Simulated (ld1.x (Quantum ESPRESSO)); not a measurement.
# What one change does to a pseudopotential (indium, PAW)

| Item | Value |
| --- | --- |
| Element | indium |
| Generator | ld1.x (Quantum ESPRESSO) 7.5 |
| Type | PAW |
| Functional | revPBE |
| Relativity | scalar-relativistic |
| Frozen core | [Ar] 3d10 |
| Valence charge | 21 |
| Reference configuration | 4s2 4p6 4d10 5s1.75 5p1.25 |
| Partial waves | 4s (bound): rcut 1.10, rcutus 1.35 bohr; 5s (bound): rcut 1.10, rcutus 1.35 bohr; 4p (bound): rcut 1.20, rcutus 1.45 bohr; 5p (bound): rcut 1.20, rcutus 1.45 bohr; 4d (bound): rcut 1.30, rcutus 1.70 bohr; 4d channel at 1.8 Ry: rcut 1.30, rcutus 1.70 bohr |
| Local potential | all-electron potential smoothed inside 1.25 bohr (lloc = -2) |
| Core correction | Bessel-smoothed model core inside 0.95 bohr |
| Augmentation charge | BESSEL, radius 1.00 bohr |

Change: waves 4s (bound): rcut 1.10, rcutus 1.28 bohr; 5s (bound): rcut 1.10, rcutus 1.28 bohr.

Cutoffs: the cutoffs (Ry, on a coarse ladder) from which the occupation-weighted sum of valence levels, in a spherical-Bessel basis at the reference potential, stays within 10 and 1 mRy of its value at 400 Ry; they do not see the model core or the augmentation charge, which bear on the density cutoff. Errors are all-electron minus pseudo energies relative to the spin-unpolarised reference configuration.

Task: Predict the effect on cutoff, ghosts and configuration errors.

Result: The potential gets neither clearly harder nor softer (60 Ry and 100 Ry → 60 Ry and 100 Ry); of the 7 tests that both files solve, the error grows in 2 and shrinks in 4 by more than 15 % and 0.3 meV (median size 3.1 → 3.7 meV); neither file shows a bound ghost.

```tsv
quantity	base	changed
cutoff, loose	60 Ry	60 Ry
cutoff, tight	100 Ry	100 Ry
loose cutoff by channel (10 mRy a level)	s 40 Ry, p 45 Ry, d 30 Ry	s 35 Ry, p 45 Ry, d 30 Ry
bound ghosts	none	none
error for 4s2 4p6 4d10 5s2 5p1, meV [ΔE -1.43 eV]	+0.5	+0.4
error for 4s2 4p6 4d10 5s2 5p0, meV [ΔE 3.85 eV]	+0.6	+0.1
error for 4s2 4p6 4d10 5s1 5p0, meV [ΔE 22.93 eV]	-3.1	-3.7
error for 4s2 4p6 4d9 5s2 5p1, meV [ΔE 23.66 eV]	+113	+57
error for 4s2 4p6 4d10 5s1 5p1, meV [ΔE 10.43 eV]	-0.6	-1.1
error for 4s2 4p6 4d10 5s0 5p3, meV [ΔE 10.47 eV]	+6.2	+3.7
error for 4s2 4p5 4d10 5s2 5p1, meV [ΔE 84.17 eV]	+73	+6.0
s: phases at 1.85 bohr within 0.05 rad from the reference energy up to (Ry; the scan ends near 5)	4.7	to the end of the scan
p: phases at 1.85 bohr within 0.05 rad from the reference energy up to (Ry; the scan ends near 5)	to the end of the scan	to the end of the scan
d: phases at 1.85 bohr within 0.05 rad from the reference energy up to (Ry; the scan ends near 5)	4.4	4.4
lowest overlap eigenvalue by channel	s 0.10, p 0.11, d 0.19	s 0.26, p 0.11, d 0.19
```
